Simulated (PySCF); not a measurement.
## [Nd(NH2)3]− at several levels of theory

Computed with PySCF 2.14.0 (density fitting, no spin-orbit coupling) at the geometry relaxed with PBE0:

```xyz
10
[Nd(NH2)3]− (singlet in the valence; each metal's 4f electrons, 4 of them, lie in its core potential, out of spins and levels; a saddle point, relaxed within its symmetry)
Nd    0.0000    0.0000    0.0000
N     2.4966    0.0000    0.0000
H     3.1397    0.0000    0.7990
H     3.1397    0.0000   -0.7990
N    -1.2483    2.1622    0.0000
H    -1.5698    2.7191    0.7990
H    -1.5698    2.7191   -0.7990
N    -1.2484   -2.1621    0.0000
H    -1.5699   -2.7190    0.7990
H    -1.5699   -2.7190   -0.7990
```

| level | basis | state | HOMO (eV) | gap (eV) | charge on Nd1 (e) | population of f-type functions on Nd1 (polarisation alone where 4f lies in the core) | dipole about the centre of mass (D) | largest force component (eV/Å) |
| --- | --- | --- | --- | --- | --- | --- | --- | --- |
| PBE0 | Nd lcecp-0-SVP with ECP50, N def2-SVP, H def2-SVP | singlet | – | – | 0.50 | 0.03 | 0.00 | 0.00 |
| CAM-B3LYP | the same | singlet | – | – | 0.49 | 0.03 | 0.00 | 0.04 |
| PBE0 | Nd lcecp-0-TZVP with ECP50, N def2-TZVP, H def2-TZVP | singlet | – | – | 1.13 | 0.04 | 0.00 | 0.51 |

In the lcecp rows the 4f levels are missing from HOMO and gap, and the state counts the valence alone.

Charges are Mulliken's, which hang on the basis. The relaxation used the grid (50, 194), these runs (75, 302) or, all-electron (x2c bases, spin-free X2C Hamiltonian), (99, 590).

Task: What does HF with Nd lcecp-0-SVP with ECP50, N def2-SVP, H def2-SVP give here?

Result: state singlet, charge on Nd1 (e) 0.91, population of f-type functions on Nd1 (polarisation alone where 4f lies in the core) 0.03, dipole about the centre of mass (D) 0.00, largest force component (eV/Å) 1.10. Time: 2.3 s on 2 threads of Intel(R) Xeon(R) Platinum 8488C (Sapphire Rapids), on a shared host, from an already converged density.

An lcecp potential fixes the number of 4f electrons, so in runs with it no electron can move into or out of that shell; real Nd(II) is rare or takes another configuration.
